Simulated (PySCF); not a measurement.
## Two-component Hartree-Fock for Yb (ytterbium, neutral)

Start: [Xe] 4f14 6s2. Calculated with PySCF 2.14 in x2c-SVPall-2c with one added diffuse shell each of s, p, d, f type (8s11p10d4f1g, 128 functions): generalised Hartree-Fock with the X2C-1e Hamiltonian and a Gaussian nucleus; one run each with spin-orbit coupling (SO) switched off, then screened by Boettger's factors.

```csv
spinor shell,electrons,"ε, spin-free (eV)","ε, screened SO (eV)",weight of nominal j (screened SO),"rms radius, screened SO (bohr)"
1s1/2,2,-61643.5,-61628.2,1.000,0.0223
2s1/2,2,-10575.8,-10571.2,1.000,0.0901
2p1/2,2,-9320.1,-10064.4,1.000,0.0768
2p3/2,4,-9320.1,-9011.3,1.000,0.0838
3s1/2,2,-2439.8,-2438.4,1.000,0.231
3p1/2,2,-2054.2,-2214.6,1.000,0.222
3p3/2,4,-2054.2,-1986.7,1.000,0.237
3d3/2,4,-1581.0,-1610.0,1.000,0.210
3d5/2,6,-1581.0,-1560.7,1.000,0.214
4s1/2,2,-507.78,-507.45,1.000,0.519
4p1/2,2,-378.76,-415.43,1.000,0.531
4p3/2,4,-378.76,-363.40,1.000,0.564
4d3/2,4,-205.78,-211.61,1.000,0.599
4d5/2,6,-205.78,-201.73,1.000,0.612
5s1/2,2,-66.422,-66.389,1.000,1.31
5p1/2,2,-34.029,-38.627,1.000,1.49
5p3/2,4,-34.029,-32.154,1.000,1.61
4f5/2,6,-13.783,-14.615,1.000,0.859
4f7/2,8,-13.783,-13.019,1.000,0.882
6s1/2,2,-5.332,-5.336,1.000,4.56
```

```json
{"quantity": "E (hartree)", "spin-free": "-14048.62645", "screened SO": "-14061.71981"}
{"quantity": "M_J", "spin-free": "0", "screened SO": "0"}
{"quantity": "⟨J²⟩", "spin-free": "0.000", "screened SO": "0.000"}
{"quantity": "⟨L²⟩", "spin-free": "0.000", "screened SO": "0.108"}
{"quantity": "⟨S²⟩", "spin-free": "0.000", "screened SO": "0.108"}
```

Breit and QED terms are absent; they matter most for the inner s and p1/2 levels.

Densities and radii are taken from the X2C orbitals without a picture-change correction, which distorts them close to the nucleus.

Without spin-orbit coupling the j labels of p, d and f shells carry no meaning; the spin-free column gives the mean over the occupied spinors of each nl shell.
